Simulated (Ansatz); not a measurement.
Cost and result for the atomization energy of `BC(C)[SiH3]` (13 atoms, 12 bonds).

```xyz
13

B    -0.287    1.575    0.217
C    -0.005    0.257   -0.502
C     1.430   -0.269   -0.542
Si   -1.099   -0.929    0.522
H    -1.318    2.160    0.038
H     0.481    1.996    1.037
H    -0.501    0.196   -1.480
H     2.053    0.358   -1.184
H     1.492   -1.292   -0.920
H     1.880   -0.254    0.455
H    -2.543   -0.665    0.296
H    -0.811   -0.820    1.978
H    -0.772   -2.312    0.086
```

Charge 0, multiplicity 1. The structure was optimised at the PBE0-D4/def2-TZVP level. Program: Ansatz. All runs use 4 threads of an INTEL XEON PLATINUM 8581C on a shared host. Times are those of one run each, without the atoms' runs, and a repeat can differ threefold. Electronic energies, without spin–orbit coupling; frozen cores. CCSD(T)/CBS adds CCSD(T) − MP2 in def2-TZVPP to the MP2 limit, and its time is that of the two runs behind it. T1 = 0.011. B3LYP takes the VWN-RPA correlation (the form of Gaussian; ORCA's B3LYP/G).

CCSD(T)/CBS is a level of theory with its own doubt, some kJ/mol a heavy atom from the limit and from the frozen cores, so smaller differences don't rank the functionals.

```tsv
level	functions	wall time	atomization (kJ/mol)	difference from CCSD(T)/CBS	per bond
LDA (SPW92)/def2-TZVPP	261	1.1 s	5102.7	529.5	44.1
BLYP-D4/def2-TZVPP	261	1.6 s	4547.4	-25.8	-2.2
BHLYP-D4/def2-TZVPP	261	1.9 s	4529.6	-43.6	-3.6
CCSD(T)/def2-SVP	105	2.3 s	4378.6	-194.6	-16.2
CAM-B3LYP-D4/def2-TZVPP	261	2.4 s	4607.9	34.7	2.9
r2SCAN-D4/def2-TZVPP (with forces)	261	2.9 s	4593.8	20.6	1.7
B3LYP-D4/def2-TZVPP (with forces)	261	3.3 s	4592.8	19.6	1.6
B2PLYP/def2-TZVPP	261	3.7 s	4537.8	-35.4	-3.0
ωB97X-V/def2-TZVPP	261	4.5 s	4596.6	23.4	1.9
ωB97M-V/def2-TZVPP (with forces)	261	6.5 s	4596.4	23.2	1.9
MP2/def2-QZVPP	511	17 s	4548.5	-24.7	-2.1
CCSD(T)/def2-TZVPP	261	55 s	4481.3	-91.9	-7.7
CCSD(T)/CBS(def2)	–	72 s	4573.2	0.0	0.0
```

Leaving LDA and LC-ωPBE aside and taking each functional with its dispersion term where it has one, the values spread over 78.3 kJ/mol, from BHLYP-D4 to CAM-B3LYP-D4. LDA lies +521.6 kJ/mol from PBE without D4, its usual overbinding. From r2SCAN to r2SCAN0 (25 % exact exchange), in def2-TZVPP and without D4, the atomization energy moves by −26.8 kJ/mol: exact exchange takes away binding that semilocal exchange gives to molecules. At CCSD(T), def2-SVP lies −194.6 kJ/mol from the extrapolated value and def2-TZVPP −91.9 kJ/mol: correlation converges slowly with the basis, and small sets miss more of it in the bonded molecule than in its fragments.
